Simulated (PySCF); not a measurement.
Delta-SCF ions had no search for a lower state. Excitations are Tamm–Dancoff values on a coarser integration grid. The basis has no diffuse functions, so Rydberg states are missing or too high.

Cartesian coordinates (Å):
SMILES: C/N=C/N
```xyz
10

C     -1.6168    -0.0648     0.3011
N     -0.2139    -0.1897     0.6226
C      0.6286     0.0310    -0.2930
N      1.9812    -0.1387    -0.1222
H     -2.1218    -1.0219     0.4578
H     -2.0883     0.6573     0.9727
H     -1.8028     0.2548    -0.7353
H      0.3485     0.3319    -1.3116
H      2.2902    -0.2424     0.8323
H      2.5952     0.3825    -0.7243
```
Charge 0, multiplicity 1.

Question: Estimate the S1 oscillator strength, vertical ionisation energy (Delta-SCF), S1–T1 gap (TDA), total energy and S1 excitation (TDA) that TPSSh-D3(BJ)/def2-TZVP // B3LYP-D3(BJ)/def2-TZVP run with PySCF returns for this input.

Answer: 
```
Item                                         Result
--------------------------------------  -----------
S1 oscillator strength                        0.001
vertical ionisation energy (Delta-SCF)      8.74 eV
S1–T1 gap (TDA)                             1.44 eV
total energy                            -5153.93 eV
S1 excitation (TDA)                         6.05 eV
```
